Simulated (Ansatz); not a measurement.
`[SH][GeH2][Cl]`. Charge 0, multiplicity 1. The structure was optimised at the PBE0-D4/def2-TZVP level. It is one conformer, not always the lowest.

```xyz
6

S    -0.256    1.159   -1.314
Ge   -0.279   -0.273    0.363
Cl    1.200    0.255    1.842
H     0.907    0.704   -1.809
H     0.081   -1.686   -0.105
H    -1.654   -0.159    1.024
```

(1) What is the dipole moment at PBE/def2-TZVPP? (Best estimate.)

(2) And with r2SCAN, B3LYP, ωB97M-V? (Estimate.)

(3) Give the Mulliken charges with PBE, r2SCAN, ωB97M-V in def2-TZVPP. (Best estimate.)

Results:

(1) Ansatz gave: 1.57 D, with components (-0.56, -1.09, -0.99) D in this frame, pointing from negative to positive charge.

(2) Computed: r2SCAN 1.65 D, B3LYP 1.64 D, ωB97M-V 1.67 D.

(3) Ansatz gave: 
| atom | PBE | r2SCAN | ωB97M-V |
| --- | --- | --- | --- |
| S1 | -0.27 | -0.29 | -0.27 |
| Ge2 | 0.39 | 0.46 | 0.33 |
| Cl3 | -0.28 | -0.32 | -0.28 |
| H4 | 0.13 | 0.12 | 0.13 |
| H5 | 0.02 | 0.01 | 0.04 |
| H6 | 0.02 | 0.02 | 0.05 |

B3LYP here is the variant with VWN-RPA as its local correlation; programs differ in this.
